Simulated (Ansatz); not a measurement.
`OCSC[SiH3]` + H₂ → `CSCO` + SiH₄  (hydrogenolysis of a C–Si bond)

Isolated molecules relaxed with PBE0-D4/def2-TZVP in Ansatz; ΔE leaves out vibrations. CBS: MP2 limit from def2 TZ/QZ plus the TZ coupled-cluster correction, frozen cores. This one scheme is used for every species. Functionals use def2-TZVPP. Each species was taken in one conformer, which may not be the lowest.

```tsv
level	ΔE (kcal/mol)
CAM-B3LYP-D4	-7.9
HF/def2-SVP	-14.6
```

Q: What does CCSD(T)/CBS give? (Estimate.)

A: Ansatz gave: -6.0 kcal/mol. The listed levels differ from it by -1.9, -8.6 kcal/mol.

Largest T1 diagnostic among the species: 0.011.

Leaving LDA and LC-ωPBE aside and taking each functional with its dispersion term where it has one, the values, not all of them listed here, spread over 3.9 kcal/mol, from B2PLYP to revPBE-D4. LDA lies +2.2 kcal/mol from PBE without D4. From r2SCAN to r2SCAN0 (25 % exact exchange), in def2-TZVPP and without D4, ΔE moves by −0.8 kcal/mol.
